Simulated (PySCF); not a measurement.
Isomers of C5H10SSi. Method used: PySCF 2.14.0, PBE0-D3(BJ)/def2-SVP geometry optimisation, gas phase. One conformer each; no zero-point energy, no entropy. No frequencies were run at this level. Point groups hold within 0.08 Å.

Task: Order them by energy at this level, lowest first, and give relative energies in kcal/mol.
A. `[CH3:1][C:2](=[S:3])[CH:4]1[CH2:5][SiH2:6][CH2:7]1` with C1–C2–C4–C5 -169°, C2–C4–C5–Si6 -145°, C4–C5–Si6–C7 18°, C5–Si6–C7–C4 -18°, C2–C4–C7–Si6 149°
B. `[CH3:1]/[CH:2]=[CH:3]/[CH:4]=[CH:5]\[S:6][SiH3:7]` with C2–C3–C4–C5 180°, C4–C5–S6–Si7 180°
C. `[SiH3:1][S:2][C@:3]12[CH2:4][C@H:5]([CH2:6]1)[CH2:7]2` with Si1–S2–C3–C4 -179°
D. `[CH3:1]/[CH:2]=[CH:3]/[CH:4]=[CH:5]/[S:6][SiH3:7]` with C2–C3–C4–C5 179°, C4–C5–S6–Si7 -2°
E. `[CH3:1][SiH2:2][S:3][C@:4]12[CH2:5][C@H:6]1[CH2:7]2` with C1–Si2–S3–C4 -61°, Si2–S3–C4–C5 -95°
F. `[CH3:1]/[CH:2]=[CH:3]\[CH:4]=[CH:5]/[S:6][SiH3:7]` with C2–C3–C4–C5 180°, C4–C5–S6–Si7 180°
G. `[CH3:1][C@@H:2]1[CH:3]=[C:4]([S:5][SiH3:6])[CH2:7]1` with C3–C4–S5–Si6 -3°

Result: D (0.0), B (0.3), F (1.3), A (4.3), G (4.4), E (10.5), C (18.4).

As drawn, the lowest has a C=C bond outside aromatic rings, which the highest lacks; the highest has a four-membered ring, which the lowest lacks. Neighbours under 2.5 kcal/mol apart (C/C=C/C=C/S[SiH3] and C/C=C/C=C\S[SiH3]; C/C=C/C=C\S[SiH3] and C/C=C\C=C/S[SiH3]; CC(=S)C1C[SiH2]C1 and C[C@@H]1C=C(S[SiH3])C1) can change places with a better method, another conformer or zero-point energy. C/C=C/C=C/S[SiH3] and C/C=C/C=C\S[SiH3] are stereoisomers, 0.3 kcal/mol apart in the conformers taken.

```
                 SMILES      E (Eh)  E rel (kcal/mol)  dipole (D)  point group       A, B, C (MHz)
      C/C=C/C=C/S[SiH3]  -883.36869               0.0        1.50      near Cs  4476, 621.5, 551.1
      C/C=C/C=C\S[SiH3]  -883.36826               0.3        0.84           Cs  7269, 578.3, 540.9
      C/C=C\C=C/S[SiH3]  -883.36656               1.3        1.15           Cs  8260, 584.3, 551.1
      CC(=S)C1C[SiH2]C1  -883.36185               4.3        2.39           C1   3421, 1092, 917.7
 C[C@@H]1C=C(S[SiH3])C1  -883.36171               4.4        1.12           C1  4138, 922.2, 800.0
C[SiH2]S[C@]12C[C@H]1C2  -883.35188              10.5        1.25           C1    3140, 1176, 1045
     [SiH3]SC12CC(C1)C2  -883.33940              18.4        1.66            –    3744, 1210, 1085
```

Task: How do the relative energies change in single points at PBE0/pcSseg-1 (no added dispersion term) on the same geometries?

Result: 
| SMILES | PBE0-D3(BJ)/def2-SVP (kcal/mol) | PBE0/pcSseg-1 (kcal/mol) | shift |
| --- | --- | --- | --- |
| C/C=C/C=C/S[SiH3] | 0.0 | 0.0 | 0.0 |
| C/C=C/C=C\S[SiH3] | 0.3 | 0.1 | -0.2 |
| C/C=C\C=C/S[SiH3] | 1.3 | 1.3 | 0.0 |
| CC(=S)C1C[SiH2]C1 | 4.3 | 6.0 | +1.7 |
| C[C@@H]1C=C(S[SiH3])C1 | 4.4 | 6.0 | +1.6 |
| C[SiH2]S[C@]12C[C@H]1C2 | 10.5 | 12.7 | +2.2 |
| [SiH3]SC12CC(C1)C2 | 18.4 | 21.1 | +2.7 |

Each column counts from its own lowest isomer. The lowest isomer stays, but the order above it changes; the largest shift is 2.7 kcal/mol.

Task: As an exercise, what shares would exp(−E/RT) give at 2000 K from these electronic energies alone (no entropy, no degeneracies)?

Result: RT = 3.974 kcal/mol: C/C=C/C=C/S[SiH3] 29.4 %, C/C=C/C=C\S[SiH3] 27.5 %, C/C=C\C=C/S[SiH3] 21.0 %, CC(=S)C1C[SiH2]C1 10.0 %, C[C@@H]1C=C(S[SiH3])C1 9.8 %, C[SiH2]S[C@]12C[C@H]1C2 2.1 %, [SiH3]SC12CC(C1)C2 0.3 %.
